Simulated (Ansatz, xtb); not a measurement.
## Two isomers of C4H8Br2

Structure I: `BrCCCCBr`, a singlet. Structure II: `C[C@H](Br)[C@H](C)Br`, a singlet. Both are isolated molecules in the gas phase, relaxed with PBE-D3(BJ)/def2-SVP; each stands in its lowest conformer found.

Quicker runs give these differences E(II) − E(I): GFN2-xTB −2.5 kcal/mol; HF/STO-3G +0.6 kcal/mol (at GFN2-xTB geometries); r2SCAN-D4/def2-SVP −3.7 kcal/mol (at GFN2-xTB geometries).

**Question.** Which of the two would you expect CCSD(T)/def2-SVP + ΔMP2/def2-TZVPP electronic energies to favour?

**Answer.** Structure II; the calculation gives E(II) − E(I) = −3.3 kcal/mol.

How the difference moves with the method:

| level | geometry | E(II) − E(I) (kcal/mol) | departure from the last row (kcal/mol) | job, with rough time for the two |
| --- | --- | --- | --- | --- |
| GFN2-xTB | GFN2-xTB | −2.5 | +0.9 | optimisation, 0.16 s |
| HF/STO-3G | GFN2-xTB | +0.6 | +3.9 | single point, 0.72 s |
| r2SCAN-D4/def2-SVP | GFN2-xTB | −3.7 | −0.4 | single point, 6.6 s |
| PBE-D3(BJ)/def2-SVP | PBE-D3(BJ)/def2-SVP | −3.0 | +0.3 | optimisation, 23 s |
| HF/def2-SVP | PBE-D3(BJ)/def2-SVP | −1.1 | +2.2 | part of the CCSD(T) run |
| MP2/def2-SVP | PBE-D3(BJ)/def2-SVP | −4.2 | −0.9 | part of the CCSD(T) run |
| CCSD(T)/def2-SVP | PBE-D3(BJ)/def2-SVP | −3.5 | −0.2 | single point |
| CCSD(T)/def2-SVP + ΔMP2/def2-TZVPP | PBE-D3(BJ)/def2-SVP | −3.3 |  | single point, 2.9 min |

As drawn, both hold the same kinds of bond in the same numbers. Structure I has 0 methyl groups, II 2.

HF/STO-3G puts the two in the other order. The largest departure from CCSD(T)/def2-SVP + ΔMP2/def2-TZVPP is that of HF/STO-3G, 3.9 kcal/mol. The last row adds to CCSD(T) the change of the MP2 difference between the two basis sets, here +0.2 kcal/mol.

With thermal terms from frequencies at re-optimised GFN2-xTB minima (ideal gas, soft modes damped towards free rotors, one conformer each, 298.15 K, 1 atm): the zero-point term adds −0.6 kcal/mol; ΔH is −3.6 and ΔG −3.8 kcal/mol.

The correlated steps freeze 22 core orbitals; the filled d shell of Br is correlated, in a basis made for valence electrons. Mirror images aren't counted in ΔG. Run with Ansatz 0.2.0, xtb 6.7.1; the last row on 4 threads of Arm Neoverse V1 on a shared host.
